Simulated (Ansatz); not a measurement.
Spectroscopic constants of AuF, closed-shell singlet (lowest of 2S+1 = 1, 3 at CCSD(T)/def2-TZVPP on PBE0 minima; our sources give no spin for the ground state, which may be another). No spin–orbit coupling.

Constants: fifth-degree fit in 1/R to seven points, most abundant isotopes. Runs in def2 and cc sets follow the lowest solution found near the PBE0 minimum. The singlet is held restricted. HF and MP2 rows in def2 and cc sets belong to the determinant that coupled cluster picked by its CCSD energy.

Correlated levels freeze the inner cores; with def2 sets outer-core shells near the valence are correlated too. CBS: X⁻³ extrapolation of the correlation energy, Hartree–Fock from the larger set.

Codes used: Ansatz (a quantum-chemistry and plane-wave program) with Gaussian orbitals. Each number belongs to the level named beside it. In def2 rows elements past Kr take small-core potentials, without spin–orbit coupling.

### Question
What bond length and harmonic frequency does HF/def2-QZVPP give?

### Answer
r_e = 1.975 Å, ω_e = 522 cm⁻¹.

### Question
What bond length and harmonic frequency does CCSD(T)/def2-TZVPP give?

### Answer
r_e = 1.935 Å, ω_e = 558 cm⁻¹.

### Question
What bond length and harmonic frequency does CCSD(T)/CBS(def2-TZVPP, def2-QZVPP) give?

### Answer
r_e = 1.920 Å, ω_e = 571 cm⁻¹.
